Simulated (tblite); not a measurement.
Species: C7H12.
Atom-mapped SMILES: `[CH2:1]=[CH:2][C:3]1([CH3:4])[CH2:5][CH2:6][CH2:7]1` (hydrogens: H8, H9 on C1; H10 on C2; H11, H12, H13 on C4; H14, H15 on C5; H16, H17 on C6; H18, H19 on C7)

Computed geometry: GFN2-xTB, gas phase.

Task: List the bond lengths, angles and torsions at this level.

Result: 
```json
{"bond": "C1=C2", "length (bohr)": "2.494"}
{"bond": "C2–C3", "length (bohr)": "2.829"}
{"bond": "C3–C4", "length (bohr)": "2.887"}
{"bond": "C3–C5, C3–C7", "length (bohr)": "2.920"}
{"bond": "C5–C6, C6–C7", "length (bohr)": "2.900"}
{"bond": "C1–H8", "length (bohr)": "2.035"}
{"bond": "C1–H9", "length (bohr)": "2.036"}
{"bond": "C2–H10", "length (bohr)": "2.048"}
{"bond": "C4–H11, C4–H12, C4–H13", "length (bohr)": "2.056"}
{"bond": "C5–H14, C7–H18", "length (bohr)": "2.056"}
{"bond": "C5–H15, C7–H19", "length (bohr)": "2.056"}
{"bond": "C6–H16", "length (bohr)": "2.056"}
{"bond": "C6–H17", "length (bohr)": "2.056"}
```

Bonds in one row agree within 0.02 bohr and their mean is given. A selection of angles:
```json
{"angle": "C2–C1–H8", "degrees": "122.0"}
{"angle": "C2–C1–H9", "degrees": "121.8"}
{"angle": "H8–C1–H9", "degrees": "116.2"}
{"angle": "C1–C2–C3", "degrees": "125.1"}
{"angle": "C1–C2–H10", "degrees": "120.3"}
{"angle": "C3–C2–H10", "degrees": "114.5"}
{"angle": "C2–C3–C4", "degrees": "109.1"}
{"angle": "C2–C3–C5", "degrees": "115.1"}
{"angle": "C2–C3–C7", "degrees": "117.5"}
{"angle": "C4–C3–C5", "degrees": "112.6"}
{"angle": "C5–C3–C7", "degrees": "89.0"}
{"angle": "C3–C4–H11", "degrees": "110.0"}
{"angle": "H11–C4–H12", "degrees": "108.8"}
{"angle": "H11–C4–H13", "degrees": "108.4"}
{"angle": "C3–C5–C6", "degrees": "89.6"}
{"angle": "C3–C5–H14", "degrees": "112.6"}
{"angle": "C3–C5–H15", "degrees": "115.7"}
{"angle": "C6–C5–H14", "degrees": "112.9"}
{"angle": "C6–C5–H15", "degrees": "116.1"}
{"angle": "H14–C5–H15", "degrees": "109.0"}
{"angle": "C5–C6–C7", "degrees": "89.8"}
{"angle": "C5–C6–H16", "degrees": "115.7"}
{"angle": "C5–C6–H17", "degrees": "112.9"}
{"angle": "H16–C6–H17", "degrees": "108.8"}
```

Dihedral angles: C1–C2–C3–C4 -96° (anticlinal); C2–C3–C5–C6 -131° (anticlinal); C3–C5–C6–C7 11° (synperiplanar); C5–C6–C7–C3 -11° (synperiplanar); C2–C3–C7–C6 129° (anticlinal). The mirror-image conformer, all signs reversed, is as good.

The C–C distances run from 1.320 Å (C1=C2, drawn double) to 1.546 Å (C3–C5, drawn single), a spread of 0.226 Å. Of the pairs four or more bonds apart, C1···H18 is among the closest relative to their van der Waals radii: 2.77 Å, 96 % of the sum of Bondi's values. The 4-membered ring C3–C5–C6–C7 has internal angles of 89.0° to 89.8° (sum 358°, against 360° for a flat polygon); it is puckered, 0.07 Å rms from its mean plane, widest ring torsion 11°.

Point group: C1 (no symmetry element, even within 0.4 Å). Its GFN2-xTB frequencies are all real (lowest 76 cm⁻¹). One conformer, not necessarily the lowest.
